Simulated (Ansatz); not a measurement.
Start from `C=C([SeH])B[SiH3]` and change one atom or group to get `C=C([SeH])CO`.

Ansatz, PBE0-D4/def2-TZVP geometries, multiplicity 1. Each molecule was computed in one conformer, which needn't be the lowest.

Scalar relativity is left out up to krypton.

```csv
property,`C=C([SeH])B[SiH3]`
LUMO energy (PBE0/def2-TZVPP) / eV,-2.68
HOMO energy (PBE0/def2-TZVPP) / eV,-6.59
"ideal-gas entropy at 298 K and 1 bar (rigid rotor, harmonic PBE0-D4/def2-TZVP) / J/(mol·K)",392
zero-point energy (PBE0-D4/def2-TZVP) / kJ/mol,202.8
HOMO–LUMO gap (ωB97M-V/def2-TZVPP) / eV,7.97
HOMO–LUMO gap (PBE0/def2-TZVPP) / eV,3.90
```

Question: Give the same properties after the change, and the shifts. (Estimate.)

Answer: The calculation gave: 
| property | `C=C([SeH])CO` | shift |
| --- | --- | --- |
| LUMO energy (PBE0/def2-TZVPP) / eV | -0.18 | 2.50 |
| HOMO energy (PBE0/def2-TZVPP) / eV | -6.51 | 0.08 |
| ideal-gas entropy at 298 K and 1 bar (rigid rotor, harmonic PBE0-D4/def2-TZVP) / J/(mol·K) | 348 | -44 |
| zero-point energy (PBE0-D4/def2-TZVP) / kJ/mol | 217.9 | 15.1 |
| HOMO–LUMO gap (ωB97M-V/def2-TZVPP) / eV | 10.41 | 2.44 |
| HOMO–LUMO gap (PBE0/def2-TZVPP) / eV | 6.33 | 2.43 |

With PBE0 the HOMO rises by 0.08 eV and the LUMO rises by 2.50 eV, so the gap widens by about 2.42 eV. PBE moves the HOMO by 0.17 eV and ωB97M-V by 0.02 eV. The zero-point energy changes by 15.1 kJ/mol with -3 modes. Modes under 60 cm⁻¹, often nearly free rotors, make the harmonic entropy too high.

Spin–orbit coupling is left out; it splits and shifts lone-pair levels of the heavy atoms by tenths of an eV.
